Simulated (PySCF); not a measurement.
# Highest orbital energy against ionisation energy along group 15

Calculated with PySCF 2.14, no spin-orbit coupling. Each cell gives −ε(HOMO) / ΔSCF in eV; NIST values include spin-orbit coupling, (s) semi-empirical, (t) theoretical.

```csv
species,UHF,LDA,PBE,PBE0,r2SCAN,NIST (lowest levels)
"N⁺ (aug-cc-pVTZ, non-relativistic)",30.365 / 29.193,22.000 / 30.040,22.021 / 29.887,24.238 / 29.898,22.792 / 30.127,29.601 (s)
"P⁺ (aug-cc-pV(T+d)Z, non-relativistic)",19.729 / 19.163,14.919 / 19.817,14.989 / 19.783,16.335 / 19.819,15.414 / 19.948,19.769 (s)
"As⁺ (aug-cc-pVTZ-PP with ECP10MDF, ECP)",18.440 / 17.979,13.984 / 18.579,13.964 / 18.430,15.248 / 18.503,14.417 / 18.685,18.589
"Sb⁺ (aug-cc-pVTZ-PP with ECP28MDF, ECP)",16.391 / 16.005,12.621 / 16.654,12.554 / 16.467,13.683 / 16.532,12.935 / 16.654,16.626 ± 0.025
"Bi⁺ (aug-cc-pVTZ-PP with ECP60MDF, ECP)",15.662 / 15.310,12.105 / 15.985,11.998 / 15.767,13.080 / 15.826,12.361 / 15.912,16.703
```

Question: How far is −ε(HOMO) from ΔSCF on average for each method, and why?

Answer: UHF 0.59 eV; LDA -5.09 eV; PBE -4.96 eV; PBE0 -3.60 eV; r2SCAN -4.68 eV. Hartree-Fock orbital energies lack relaxation and so exceed the ΔSCF value; semilocal functionals have convex E(N) from self-interaction, so their HOMO lies far too high; exact exchange moves hybrids part of the way back.
